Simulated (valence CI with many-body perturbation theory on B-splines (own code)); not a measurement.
## Pt VIII: electric-dipole lines

Method: configuration interaction combined with many-body perturbation theory (CI+MBPT): three valence electrons over a frozen Dirac-Fock core [Xe] 4f14, radial functions for each j: 9 s, 9 p, 10 d, 8 f, 5 g, 3 h, 1 i, with the one-electron correlation potential Σ1 (screened to all orders), the two-electron term Σ2, the three-electron term Σ3, Breit, model QED; selected single and double excitations, second order for the rest, scaled by the run's own slope (own B-spline code, finite nucleus).

No measured spectrum was set against this ion. As an estimate, terms of the open shell hold to 2 to 4 % of their energy, and close levels can change places; different configurations can be misplaced against each other by 1,000 to 8,000 cm⁻¹. Core correlation moves these levels by up to 16000 cm⁻¹, and in measured spectra 5 to 20 % of such shifts remained as error; rates that hang on mixing are uncertain with them. The list stops below the first excitations out of the core.

Lines 201 to 222 of 222 in falling wavelength, among levels below 322260 cm⁻¹, chosen from the strongest by gf and those to the six lowest levels. Wavelengths and rates use the calculated energies, so an error of 2000 cm⁻¹ moves a line at 33.53 nm by 0.67 % and its rate by three times that or more. Electric multipoles are in the length gauge, E1 and E2 with the static RPA response of the core. Weak lines are less certain than strong ones. Lines between different terms over intervals too small for the method are left out, as are lines whose strength nearly cancels. The highest levels of a list are the least certain.

Levels are named by their leading jj configuration (3d3/2^4 stands for four electrons in 3d with j = 3/2), which in mixed levels can hold well under half, so a name can repeat and another be missing. Letters in brackets count levels of one name in rising energy.

| λ vac (nm) | Upper | Lower | A (s⁻¹) | log gf | Branch % |
| --- | --- | --- | --- | --- | --- |
| 33.53 | (5d3/2 5d5/2 6p1/2) J=1/2 | (5d3/2^3) J=3/2 | 2.28e+09 | -1.11 | 15.7 |
| 33.50 | (5d3/2 5d5/2 6p1/2) J=5/2 [b] | (5d3/2^3) J=3/2 | 4.13e+08 | -1.38 | 3.1 |
| 33.46 | (5d5/2^2 6p1/2) J=5/2 | (5d3/2^2 5d5/2) J=3/2 | 3.55e+08 | -1.45 | 2.9 |
| 33.35 | (5d3/2 5d5/2 6p3/2) J=9/2 | (5d3/2^2 5d5/2) J=9/2 | 2.63e+09 | -0.36 | 16.3 |
| 33.27 | (5d3/2 5d5/2 6p3/2) J=7/2 | (5d3/2^2 5d5/2) J=9/2 | 2.20e+08 | -1.54 | 1.2 |
| 33.21 | (5d5/2^2 6p1/2) J=5/2 | (5d3/2^2 5d5/2) J=7/2 | 1.28e+06 | -3.90 | 0.0 |
| 33.12 | (5d3/2 5d5/2 6p3/2) J=5/2 | (5d3/2^2 5d5/2) J=3/2 | 5.40e+08 | -1.27 | 2.1 |
| 33.06 | (5d3/2 5d5/2 6p1/2) J=3/2 [b] | (5d3/2^3) J=3/2 | 8.31e+08 | -1.26 | 4.5 |
| 32.96 | (5d5/2^2 6p1/2) J=7/2 | (5d3/2^2 5d5/2) J=5/2 | 2.12e+08 | -1.56 | 1.2 |
| 32.96 | (5d3/2 5d5/2 6p3/2) J=9/2 | (5d3/2^2 5d5/2) J=7/2 | 3.84e+06 | -3.20 | 0.0 |
| 32.89 | (5d3/2 5d5/2 6p3/2) J=7/2 | (5d3/2^2 5d5/2) J=7/2 | 1.88e+09 | -0.61 | 9.9 |
| 32.87 | (5d3/2 5d5/2 6p3/2) J=5/2 | (5d3/2^2 5d5/2) J=7/2 | 1.15e+09 | -0.95 | 4.5 |
| 32.82 | (5d3/2^2 6p3/2) J=3/2 | (5d3/2^3) J=3/2 | 1.73e+08 | -1.95 | 0.9 |
| 32.69 | (5d3/2^2 6p3/2) J=5/2 | (5d3/2^3) J=3/2 | 3.24e+08 | -1.51 | 1.4 |
| 32.53 | (5d5/2^2 6p1/2) J=3/2 | (5d3/2^2 5d5/2) J=5/2 | 1.89e+08 | -1.92 | 1.0 |
| 32.46 | (5d5/2^2 6p1/2) J=5/2 | (5d3/2^2 5d5/2) J=5/2 | 4.10e+08 | -1.41 | 3.4 |
| 32.37 | (5d3/2^2 6p3/2) J=1/2 | (5d3/2^3) J=3/2 | 2.87e+09 | -1.05 | 16.5 |
| 32.15 | (5d3/2 5d5/2 6p3/2) J=7/2 | (5d3/2^2 5d5/2) J=5/2 | 6.71e+08 | -1.08 | 3.5 |
| 32.14 | (5d3/2 5d5/2 6p3/2) J=5/2 | (5d3/2^2 5d5/2) J=5/2 | 1.16e+08 | -1.97 | 0.4 |
| 31.50 | (5d5/2^2 6p1/2) J=3/2 | (5d3/2^3) J=3/2 | 1.61e+08 | -2.02 | 0.9 |
| 31.43 | (5d5/2^2 6p1/2) J=5/2 | (5d3/2^3) J=3/2 | 5.96e+07 | -2.28 | 0.5 |
| 31.13 | (5d3/2 5d5/2 6p3/2) J=5/2 | (5d3/2^3) J=3/2 | 4.82e+07 | -2.38 | 0.2 |
